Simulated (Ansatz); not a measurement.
All numbers were calculated with Ansatz.

A structure relaxed at PBE0-D4/def2-TZVP, charge 0, multiplicity 1:

Cartesian coordinates in Å:
```
C 0.9652 0.2896 -0.6080
Zr -0.8191 -0.2458 0.5159
Cl -0.8226 -2.5731 0.6023
Cl -0.5571 0.7489 2.6053
Cl -2.6025 0.6295 -0.6995
H 0.9269 -0.1421 -1.6145
H 1.8622 -0.0856 -0.1023
H 1.0470 1.3786 -0.6992
```

Q: Give its formula and SMILES.

A: CH3Cl3Zr, `[CH3][Zr]([Cl])([Cl])[Cl]`.

Q: Point group (tolerance 0.08 Å, 0.16 Å for H)?

A: C3v.

Q: Summarise the bond lengths by kind.

A: 1 × C–Zr 2.176 Å; 3 × C–H 1.096 Å; 3 × Cl–Zr 2.329 Å.
